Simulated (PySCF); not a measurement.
## How methods differ on the interval between two levels of N³⁺

N³⁺ [He] 2s2 → N³⁺ [He] 2p2 [3P2, M_J = 2], as a difference of total energies. Calculation: PySCF 2.14, in x2c-TZVPall-2c with one added diffuse shell each of s, p, d type (6s4p3d1f, 40 functions); the two-component X2C-1e Hamiltonian. Correlated levels: 1s2 frozen. "Screened" scales the spin-orbit matrix elements by Boettger's factors to mimic the two-electron term; Breit and QED terms are absent.

| method | interval between two levels (cm⁻¹) |
| --- | --- |
| GHF (spin-free) | 159890 |
| GMP2 (spin-free) | 169220 |
| GHF (screened spin-orbit) | 159970 |
| GMP2 (screened spin-orbit) | 169300 |

The labels give the starting determinants; with spin-orbit coupling the two ends relaxed to ⟨J²⟩ = 0.00, ⟨L²⟩ = 0.00, ⟨S²⟩ = 0.00 and ⟨J²⟩ = 6.00, ⟨L²⟩ = 2.00, ⟨S²⟩ = 2.00.
